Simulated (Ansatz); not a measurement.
`[NH2][Zn][O][SiH3]` + H₂O → `[NH2][Zn][OH]` + silanol  (formal hydrolysis of a Zn–O bond)

Calculated with Ansatz (gas phase, PBE0-D4/def2-TZVP geometries, no zero-point term in ΔE). CCSD(T)/CBS is the MP2 limit (def2-TZVPP, def2-QZVPP) plus CCSD(T) − MP2 in def2-TZVPP, frozen cores. This one scheme is used for every species. DFT in def2-TZVPP. For Zn outer-core shells are correlated without core-valence functions, which leaves a few kJ/mol of doubt a bond. Scalar relativity is left out up to krypton. Each species was taken in one conformer, which may not be the lowest.

CCSD(T)/CBS gives +27.5 kJ/mol.

(1) Another level gave +26.4 kJ/mol. Which?
A. PBE-QIDH/def2-TZVPP
B. B2PLYP/def2-TZVPP
C. revPBE/def2-TZVPP
D. HF/def2-TZVPP

Largest T1 diagnostic among the species: 0.017.

## Answers

(1) A. PBE-QIDH 26.4, B2PLYP 22.4, revPBE 14.9, HF/def2-TZVPP 32.4 kJ/mol.

In def2-TZVPP, CCSD(T) changes the Hartree–Fock value by −4.9 kJ/mol (the triples alone add −0.8 kJ/mol) and MP2 by −5.8 kJ/mol. From PBE to PBE0 (25 % exact exchange), in def2-TZVPP and without D4, ΔE moves by +6.2 kJ/mol. The D4 term adds +4.0 kJ/mol with B3LYP and +2.3 kJ/mol with PBE0; it sums over pairs of atoms, weighted by their polarisabilities, and B3LYP, whose exchange is more repulsive, gets the larger term.

B3LYP here is the variant with VWN-RPA as its local correlation; programs differ in this.
